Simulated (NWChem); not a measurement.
MoNH$_{3}$O$_{3}$; SMILES [OH][Mo](=[O])([OH])=[NH]

```xyz
8

Mo     0.0388    -0.0323     0.0000
O      1.0687    -1.3530     0.0000
N      0.9616     1.4280     0.0000
H      1.9020     1.8218     0.0000
O     -1.0327    -0.0633     1.5394
H     -1.1435     0.6869     2.1335
O     -1.0327    -0.0633    -1.5394
H     -1.1435     0.6869    -2.1335
```
Atoms are numbered in this order, from 1.

Program: NWChem. The geometry was optimised at PBE0/def2-SVP. No frequency run checked for a minimum. def2 effective core potentials on Mo; no spin-orbit coupling. Total energies compare along this basis series because the functional is fixed.

```json
[
 {"level": "PBE0/def2-SVP", "basis functions": "102", "energy (Ha)": "-350.0212", "highest occupied level (eV)": "-8.24", "orbital gap (eV)": "6.71", "dipole (D)": "3.80", "relative time": "1"},
 {"level": "PBE0/def2-SVPD", "basis functions": "147", "energy (Ha)": "-350.0484", "highest occupied level (eV)": "-8.45", "orbital gap (eV)": "6.58", "dipole (D)": "3.66", "relative time": "3"},
 {"level": "PBE0/def2-TZVP", "basis functions": "182", "energy (Ha)": "-350.3841", "highest occupied level (eV)": "-8.33", "orbital gap (eV)": "6.65", "dipole (D)": "3.68", "relative time": "2"},
 {"level": "PBE0/def2-TZVPD", "basis functions": "224", "energy (Ha)": "-350.3886", "highest occupied level (eV)": "-8.36", "orbital gap (eV)": "6.60", "dipole (D)": "3.54", "relative time": "5"},
 {"level": "PBE0/def2-TZVPP", "basis functions": "222", "energy (Ha)": "-350.3951", "highest occupied level (eV)": "-8.31", "orbital gap (eV)": "6.67", "dipole (D)": "3.58", "relative time": "4"}
]
```

Times are rough ratios from one shared machine.
